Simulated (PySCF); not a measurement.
## Checking a proposed structure

A compound C$_{3}$H$_{3}$F$_{5}$O gives the data below (simulated from a calculation) and was assigned the structure `OCC(F)(F)C(F)(F)F`.

¹³C{¹H} NMR (computed): δ 126.0 (C, qt, J = 356.5, 46.8 Hz), 124.0 (C, tq, J = 338.1, 44.0 Hz), 53.4 (CH3, t, J = 6.6 Hz).

¹H NMR (300 MHz, computed): δ 4.02 (s, 3H).

Computed data (PySCF): σ from GIAO-PBE0/pcSseg-1, J: B3LYP/pcJ-1 (spin–dipole term only in couplings to heteroatoms), GFN2-xTB structure. Non-relativistic, single conformer, averaged over atoms made equivalent by symmetry, fast rotation or ring inversion, isolated molecule.

δ = σ(ref) − σ, references computed at the same level: ¹H (σref 31.72) and ¹³C (σref 186.93) against TMS.

(1) Compare with the shifts computed for the proposed structure, pairing carbons in order of shift.

(2) Which isomer fits?

Answers

(1) Atom-mapped SMILES (the numbers label the heavy atoms): `[OH:1][CH2:2][C:3]([F:4])([F:5])[C:6]([F:7])([F:8])[F:9]`. Hydrogens are named by the atom that carries them.

```
atom  computed for proposal  given list  difference
  C6                  128.6       126.0        +2.6
  C3                  122.1       124.0        -1.9
  C2                   66.6        53.4       +13.2
```

The rms difference is 7.9 ppm and the largest +13.2 ppm at C2 (sp3 CH2 bonded to O). The carbon types in order of shift don't match either: C, C, CH2 for the proposal against C, C, CH3 in the data. The proposal doesn't fit.

(2) `COC(F)(F)C(F)(F)F`.

Carbon types of the structure: 2 × C, 1 × CH3, which accounts for all hydrogens. δC 126.0: CF3 carbon; 3 electronegative neighbours deshield it. δC 124.0: fully substituted sp3 carbon bonded to 2 F and O; 3 electronegative neighbours deshield it. δC 53.4: methyl carbon bonded to O; pulled downfield by the heteroatom. δH 4.02: hydrogen on a methyl carbon bonded to O; its carbon carries O, which withdraws density.

The data come from this structure; uniqueness wasn't tested.

C–F couplings over four or more bonds (about 3 Hz to the para carbon of a fluoroarene) are left out. Common functionals overestimate the size of one-bond C–F couplings by tens of Hz; these are unscaled. Shifts are as computed. Against solution values, carbons near 30 ppm lie about +3 ppm off and those near 130 ppm about +5 ppm. Of 1211 compounds with measured shifts, 218 miss one by over three times the rms of a fit or turn the order of signals round; such compounds aren't used in these exercises.
